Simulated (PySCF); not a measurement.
Ionising TlH

PBE0; PySCF, scalar-relativistic core potentials, basis sets Tl def2-SVPD with ECP60, H def2-SVPD. Neutral (UKS): singlet (closed shell), Re = 1.916 Å, ωe = 1366 cm⁻¹, De = 2.47 eV, HOMO -5.70 eV, LUMO -1.63 eV.

TlH⁺ (UKS): doublet (σ ↑), Re = 2.678 Å, ωe = 259 cm⁻¹. The energies at the minima are -173.08612 hartree for TlH and -172.79971 for TlH⁺.

(1) Work out the adiabatic ionisation energy, without and with harmonic zero-point energies (1 hartree = 27.2114 eV, 1 eV = 8065.5 cm⁻¹), and the change of the bond length.

These are scalar-relativistic numbers at best; spin–orbit coupling would shift them, the dissociation energy most. States were picked by a PBE0 search and need not be the measured ground states.

## Answers

(1) At PBE0: 0.28641 hartree = 7.794 eV between the minima; the zero-point term (259.0 − 1366.0)/2 cm⁻¹ = -0.069 eV makes it 7.725 eV. Re changes by +76.2 pm against the neutral. Minus the HOMO energy is 5.70 eV, -2.09 eV from the value between the minima; self-interaction puts the Kohn–Sham level too high, less so with exact exchange. The electron leaves a σ orbital, and the ion is left as a loose complex of an ion and an atom.
